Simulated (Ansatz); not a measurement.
`O[CH2][SnH2][SH]` + `[OH][Ga]([Cl])[Cl]` → `O[CH2][SnH2][Cl]` + `[OH][Ga]([SH])[Cl]`  (redistribution)

Program: Ansatz. Geometries: PBE0-D4/def2-TZVP. ΔE: electronic, gas phase. CCSD(T)/CBS is the MP2 limit (def2-TZVPP, def2-QZVPP) plus CCSD(T) − MP2 in def2-TZVPP, frozen cores. DFT in def2-TZVPP. Elements past krypton have def2 core potentials. For Ga, Sn outer-core shells are correlated without core-valence functions, which leaves a few kJ/mol of doubt a bond. Scalar relativity is left out up to krypton. One conformer a species, not always the lowest.

```tsv
species	PBE-D4 energy (Eh)
`O[CH2][SnH2][SH]`	-729.18375
`[OH][Ga]([Cl])[Cl]`	-2920.54685
`O[CH2][SnH2][Cl]`	-790.58922
`[OH][Ga]([SH])[Cl]`	-2859.14211
```

**Question.** Work out ΔE.

**Answer.** ΔE = (-790.58922) + (-2859.14211) − (-729.18375) − (-2920.54685) = -0.00073 Eh = -0.5 kcal/mol. CCSD(T)/CBS gives -1.7 kcal/mol.

Largest T1 diagnostic among the species: 0.013.

In def2-TZVPP, CCSD(T) changes the Hartree–Fock value by +2.8 kcal/mol (the triples alone add +0.6 kcal/mol) and MP2 by +3.1 kcal/mol.
